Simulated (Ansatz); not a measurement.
Basis-set extrapolation for H7N3Si (`N[SiH](N)N`) (PBE0-D4/def2-TZVP geometry, frozen core, the Gaussian-basis code of Ansatz). Multiplicity 1, RHF reference.

```
                      def2-TZVPP   def2-QZVPP
                 HF  -456.551984  -456.570427
    MP2 correlation    -0.772392    -0.829249
CCSD(T) correlation    -0.835316      not run
```

Energies in hartree. Use E(X) = E(∞) + A·exp(−7.88·√X) for Hartree–Fock and E(X) = E(∞) + B·X^(−2.97) for correlation, with X = 3 and 4, and add CCSD(T) minus MP2 of the smaller set to the MP2 limit.

Task: What is the CCSD(T) energy at the basis-set limit?

Result: HF limit: -456.570427 + (-0.018443) × 0.13774 = -456.57297. MP2 limit: -0.829249 + (-0.056857) × 0.74074 = -0.87137. Higher-order term: -0.835316 − (-0.772392) = -0.06292. Total: -457.50726 hartree, 315.0 kJ/mol below CCSD(T)/def2-TZVPP.
